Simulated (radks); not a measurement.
Question: The table gives one normalised radial function P(r) = r R(r) of Ce5+ in [Kr] 4d10 5s2 5p5 (r in bohr). All-electron calculation, scalar-relativistic Kohn-Sham, PBEsol, spin-polarised, spherical densities, point nucleus; open shells are filled with parallel spins first (spin-orbit coupling, left out, can overturn this in heavy ions). Program: a radial shooting solver on a logarithmic mesh with Libxc functionals.

r         P
0.002982   0.0121
0.003417   0.0153
0.003914   0.0193
0.004485   0.0244
0.005179   0.0311
0.005934   0.0392
0.006798   0.0492
0.007788   0.0616
0.008995   0.0778
0.01031    0.0967
0.01181    0.1194
0.01353    0.1467
0.0155     0.1790
0.0179     0.2188
0.0205     0.2618
0.02349    0.3096
0.02691    0.3609
0.03083    0.4135
0.03561    0.4672
0.0408     0.5108
0.04674    0.5412
0.05355    0.5506
0.06135    0.5307
0.07085    0.4683
0.08118    0.3637
0.093      0.2122
0.1066     0.0181
0.1221    -0.2054
0.141     -0.4484
0.1615    -0.6494
0.1851    -0.7832
0.212     -0.8124
0.2429    -0.7095
0.2805    -0.4489
0.3214    -0.0810
0.3682     0.3552
0.4218     0.7899
0.4833     1.1482
0.5582     1.3761
0.6395     1.4182
0.7326     1.3039
0.8394     1.0788
0.9694     0.7886
1.111      0.5263
1.272      0.3146
1.458      0.1669
1.67       0.0777
1.929      0.0295
2.21       0.0099
2.532      0.0028
2.9        0.0006
3.323      0.0001
3.838      0.0000
4.397      0.0000
5.037      0.0000

Which n and l does it have? It may be an empty orbital.

Answer: n = 4, l = 1: the number of nodes gives n - l - 1 = 2, the rise at small r (about r^(l+1), flatter next to the nucleus through relativity) gives l, and the extent must fit the shell. The curve is that of 4p down; the table hardly tells the two spins apart. 4p down: eigenvalue -270.76 eV, 2 radial nodes at r = 0.108, 0.330 bohr, <r> = 0.671 bohr, 90 % of the charge inside 0.975 bohr.
